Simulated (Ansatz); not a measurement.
Ansatz (a program for electronic structure) job for B(Cl)(H)(iPr) (C3H8BCl), SMILES CC(C)BCl, PBE-D3(BJ)/def2-SVP. 

Ansatz 0.2 input:
```yaml
crystal:
  periodic: [false, false, false]
  atoms:
    - {symbol: B, position_ang: [-0.51035289, 0.74166010, 0.25500138]}
    - {symbol: Cl, position_ang: [0.66216553, 1.68371605, -0.65359224]}
    - {symbol: H, position_ang: [-1.27212448, 1.37007537, 0.95082123]}
    - {symbol: C, position_ang: [-0.59789871, -0.81990593, 0.13254860]}
    - {symbol: C, position_ang: [-0.89777041, -1.47255103, 1.49328225]}
    - {symbol: C, position_ang: [0.56094210, -1.50524244, -0.59675825]}
    - {symbol: H, position_ang: [-1.51667111, -0.93149594, -0.48733158]}
    - {symbol: H, position_ang: [-1.11038228, -2.54807854, 1.37859941]}
    - {symbol: H, position_ang: [-0.03406148, -1.38048022, 2.17318920]}
    - {symbol: H, position_ang: [-1.76349427, -1.00627774, 1.98943862]}
    - {symbol: H, position_ang: [0.73209626, -1.06690471, -1.59142143]}
    - {symbol: H, position_ang: [0.36865324, -2.58313805, -0.72433982]}
    - {symbol: H, position_ang: [1.49929652, -1.39897708, -0.02732989]}
basis:
  gaussian:
    orbitals: def2-SVP
hamiltonian:
  xc: pbe
  dispersion: d3bj
relax: {f_tol: 0.002, max_steps: 200}
```

Output:

```
WARN ansatz: RAYON_NUM_THREADS=1 ignored (pool sized by the plan → 1); use --threads N
Functional definition: PBE
integrals: 0.06 GiB planned
1287 factors; their error is unknown
mean field: 0.34 GiB planned
mean field evaluation 1: about -16411.5393 eV, gradient 6.8e1 eV
mean field evaluation 2: about -16387.5812 eV, gradient 1.1e2 eV
mean field evaluation 4: about -16423.7410 eV, gradient 6.1e0 eV
mean field evaluation 8: about -16423.8293 eV, gradient 2.7e-1 eV
mean field evaluation 16: about -16423.7733 eV, gradient 1.9e-3 eV
mean field -16423.77330452 eV, -603.5625365078 hartree, gradient 2.9e-5 eV, S^2 0.000000; 0 other end points of the search recorded, 0 dependent functions left out
the calculation of the forces begins
reference -16423.77333799 eV, -603.5625377377 hartree; 24, 24 occupied and 90, 90 virtual orbitals, 1287 factors
relax step   1: F+E_penalty+E_count = -16424.05706519 eV  Δ(F+E_penalty+E_count) = +0.000e0 eV  max|allowed force component| = 2.912e-1 eV/Å  Δτ_max = 0.0000 Å  (29 SCF iters, accepted)
these checks for a lower state are left out or cut short: starts, cluster_reference, orbital_swaps, neighbouring_geometries, increment
integrals: 0.06 GiB planned
1287 factors; their error is unknown
mean field: 0.34 GiB planned
mean field -16423.78372710 eV, -603.5629195303 hartree, gradient 1.5e-5 eV, S^2 0.000000; 0 other end points of the search recorded, 0 dependent functions left out
the calculation of the forces begins
reference -16423.78376061 eV, -603.5629207621 hartree; 24, 24 occupied and 90, 90 virtual orbitals, 1287 factors
relax step   2: F+E_penalty+E_count = -16424.06611093 eV  Δ(F+E_penalty+E_count) = -9.046e-3 eV  max|allowed force component| = 1.003e-1 eV/Å  Δτ_max = 0.0255 Å  (29 SCF iters, accepted)
these checks for a lower state are left out or cut short: starts, cluster_reference, orbital_swaps, neighbouring_geometries, increment
integrals: 0.06 GiB planned
1287 factors; their error is unknown
mean field: 0.34 GiB planned
mean field evaluation 32: about -16423.7849 eV, gradient 1.6e-3 eV
mean field -16423.78487876 eV, -603.5629618533 hartree, gradient 1.5e-5 eV, S^2 0.000000; 0 other end points of the search recorded, 0 dependent functions left out
the calculation of the forces begins
reference -16423.78491229 eV, -603.5629630855 hartree; 24, 24 occupied and 90, 90 virtual orbitals, 1287 factors
relax step   3: F+E_penalty+E_count = -16424.06678573 eV  Δ(F+E_penalty+E_count) = -6.748e-4 eV  max|allowed force component| = 1.008e-1 eV/Å  Δτ_max = 0.0212 Å  (29 SCF iters, accepted)
these checks for a lower state are left out or cut short: starts, cluster_reference, orbital_swaps, neighbouring_geometries, increment
integrals: 0.06 GiB planned
1287 factors; their error is unknown
mean field: 0.34 GiB planned
mean field -16423.78545008 eV, -603.5629828488 hartree, gradient 1.5e-5 eV, S^2 0.000000; 0 other end points of the search recorded, 0 dependent functions left out
the calculation of the forces begins
reference -16423.78548362 eV, -603.5629840812 hartree; 24, 24 occupied and 90, 90 virtual orbitals, 1287 factors
relax step   4: F+E_penalty+E_count = -16424.06734871 eV  Δ(F+E_penalty+E_count) = -5.630e-4 eV  max|allowed force component| = 2.915e-2 eV/Å  Δτ_max = 0.0155 Å  (30 SCF iters, accepted)
these checks for a lower state are left out or cut short: starts, cluster_reference, orbital_swaps, neighbouring_geometries, increment
integrals: 0.06 GiB planned
1287 factors; their error is unknown
mean field: 0.34 GiB planned
mean field -16423.78556067 eV, -603.5629869128 hartree, gradient 1.5e-5 eV, S^2 0.000000; 0 other end points of the search recorded, 0 dependent functions left out
the calculation of the forces begins
reference -16423.78559421 eV, -603.5629881456 hartree; 24, 24 occupied and 90, 90 virtual orbitals, 1287 factors
relax step   5: F+E_penalty+E_count = -16424.06749070 eV  Δ(F+E_penalty+E_count) = -1.420e-4 eV  max|allowed force component| = 2.056e-2 eV/Å  Δτ_max = 0.0203 Å  (29 SCF iters, accepted)
these checks for a lower state are left out or cut short: starts, cluster_reference, orbital_swaps, neighbouring_geometries, increment
integrals: 0.06 GiB planned
1287 factors; their error is unknown
mean field: 0.34 GiB planned
mean field -16423.78556412 eV, -603.5629870398 hartree, gradient 1.5e-5 eV, S^2 0.000000; 0 other end points of the search recorded, 0 dependent functions left out
the calculation of the forces begins
reference -16423.78559767 eV, -603.5629882727 hartree; 24, 24 occupied and 90, 90 virtual orbitals, 1287 factors
relax step   6: F+E_penalty+E_count = -16424.06735799 eV  Δ(F+E_penalty+E_count) = +1.327e-4 eV  max|allowed force component| = 6.796e-2 eV/Å  Δτ_max = 0.0243 Å  (29 SCF iters, rejected (line search))
these checks for a lower state are left out or cut short: starts, cluster_reference, orbital_swaps, neighbouring_geometries, increment
integrals: 0.06 GiB planned
1287 factors; their error is unknown
mean field: 0.34 GiB planned
mean field -16423.78569599 eV, -603.5629918860 hartree, gradient 1.5e-5 eV, S^2 0.000000; 0 other end points of the search recorded, 0 dependent functions left out
the calculation of the forces begins
reference -16423.78572954 eV, -603.5629931187 hartree; 24, 24 occupied and 90, 90 virtual orbitals, 1287 factors
relax step   7: F+E_penalty+E_count = -16424.06758055 eV  Δ(F+E_penalty+E_count) = -8.985e-5 eV  max|allowed force component| = 4.664e-3 eV/Å  Δτ_max = 0.0101 Å  (29 SCF iters, accepted)
these checks for a lower state are left out or cut short: starts, cluster_reference, orbital_swaps, neighbouring_geometries, increment
integrals: 0.06 GiB planned
1287 factors; their error is unknown
mean field: 0.34 GiB planned
mean field evaluation 64: about -16423.7856 eV, gradient 2.1e-1 eV
mean field -16423.78570924 eV, -603.5629923729 hartree, gradient 2.4e-5 eV, S^2 0.000000; 0 other end points of the search recorded, 0 dependent functions left out
the calculation of the forces begins
reference -16423.78574279 eV, -603.5629936057 hartree; 24, 24 occupied and 90, 90 virtual orbitals, 1287 factors
relax step   8: F+E_penalty+E_count = -16424.06758913 eV  Δ(F+E_penalty+E_count) = -8.586e-6 eV  max|allowed force component| = 3.538e-3 eV/Å  Δτ_max = 0.0053 Å  (21 SCF iters, accepted)
these checks for a lower state are left out or cut short: starts, cluster_reference, orbital_swaps, neighbouring_geometries, increment
integrals: 0.06 GiB planned
1287 factors; their error is unknown
mean field: 0.33 GiB planned
mean field -16423.78575250 eV, -603.5629939626 hartree, gradient 1.5e-5 eV, S^2 0.000000; 0 other end points of the search recorded, 0 dependent functions left out
the calculation of the forces begins
reference -16423.78578605 eV, -603.5629951954 hartree; 24, 24 occupied and 90, 90 virtual orbitals, 1287 factors
relax step   9: F+E_penalty+E_count = -16424.06759296 eV  Δ(F+E_penalty+E_count) = -3.826e-6 eV  max|allowed force component| = 2.155e-3 eV/Å  Δτ_max = 0.0041 Å  (22 SCF iters, accepted)
these checks for a lower state are left out or cut short: starts, cluster_reference, orbital_swaps, neighbouring_geometries, increment
integrals: 0.06 GiB planned
1287 factors; their error is unknown
mean field: 0.34 GiB planned
mean field -16423.78576313 eV, -603.5629943532 hartree, gradient 8.6e-6 eV, S^2 0.000000; 0 other end points of the search recorded, 0 dependent functions left out
the calculation of the forces begins
reference -16423.78579668 eV, -603.5629955861 hartree; 24, 24 occupied and 90, 90 virtual orbitals, 1287 factors
relax step  10: F+E_penalty+E_count = -16424.06759332 eV  Δ(F+E_penalty+E_count) = -3.602e-7 eV  max|allowed force component| = 2.221e-3 eV/Å  Δτ_max = 0.0027 Å  (22 SCF iters, accepted)
these checks for a lower state are left out or cut short: starts, cluster_reference, orbital_swaps, neighbouring_geometries, increment
integrals: 0.06 GiB planned
1287 factors; their error is unknown
mean field: 0.34 GiB planned
mean field -16423.78577488 eV, -603.5629947848 hartree, gradient 5.5e-6 eV, S^2 0.000000; 0 other end points of the search recorded, 0 dependent functions left out
the calculation of the forces begins
reference -16423.78580843 eV, -603.5629960179 hartree; 24, 24 occupied and 90, 90 virtual orbitals, 1287 factors
relax step  11: F+E_penalty+E_count = -16424.06759424 eV  Δ(F+E_penalty+E_count) = -9.252e-7 eV  max|allowed force component| = 1.467e-3 eV/Å  Δτ_max = 0.0021 Å  (21 SCF iters, accepted)
integrals: 0.06 GiB planned
1287 factors; their error is unknown
mean field: 0.34 GiB planned
mean field evaluation 96: about -16423.8421 eV, gradient 2.7e-1 eV
mean field -16423.78577488 eV, -603.5629947848 hartree, gradient 5.5e-6 eV, S^2 0.000000; 1 other end points of the search recorded, 0 dependent functions left out
the calculation of the forces begins
reference -16423.78580843 eV, -603.5629960179 hartree; 24, 24 occupied and 90, 90 virtual orbitals, 1287 factors
Total energy: -16424.06762780 eV, -603.5733526887 hartree
Atom 0 at    -0.513296     0.747826     0.250705 Å, force    -0.000250     0.001467    -0.000202 eV/Å
Atom 1 at     0.626257     1.715038    -0.686102 Å, force     0.000115    -0.000260     0.000027 eV/Å
Atom 2 at    -1.287333     1.373705     0.950423 Å, force     0.000210     0.000012     0.000228 eV/Å
Atom 3 at    -0.578918    -0.814938     0.142289 Å, force     0.000080    -0.001388     0.001030 eV/Å
Atom 4 at    -0.897730    -1.474820     1.499002 Å, force     0.000118    -0.000114    -0.000547 eV/Å
Atom 5 at     0.569085    -1.513023    -0.596101 Å, force     0.000180     0.000232    -0.000007 eV/Å
Atom 6 at    -1.509038    -0.912942    -0.483820 Å, force    -0.000651     0.000129    -0.000813 eV/Å
Atom 7 at    -1.132868    -2.552607     1.376864 Å, force    -0.000025    -0.000629     0.000220 eV/Å
Atom 8 at    -0.027996    -1.405644     2.185479 Å, force     0.000113     0.000082     0.000531 eV/Å
Atom 9 at    -1.758787    -0.992714     2.003927 Å, force    -0.000160     0.000376     0.000007 eV/Å
Atom 10 at     0.761486    -1.056074    -1.586718 Å, force     0.000176     0.000077    -0.000374 eV/Å
Atom 11 at     0.357181    -2.591554    -0.748497 Å, force    -0.000273    -0.000345    -0.000028 eV/Å
Atom 12 at     1.512354    -1.439854    -0.015343 Å, force     0.000367     0.000361    -0.000071 eV/Å
Dipole moment:    -0.089230    -0.206492     0.035390 e Å
```

The run converged.
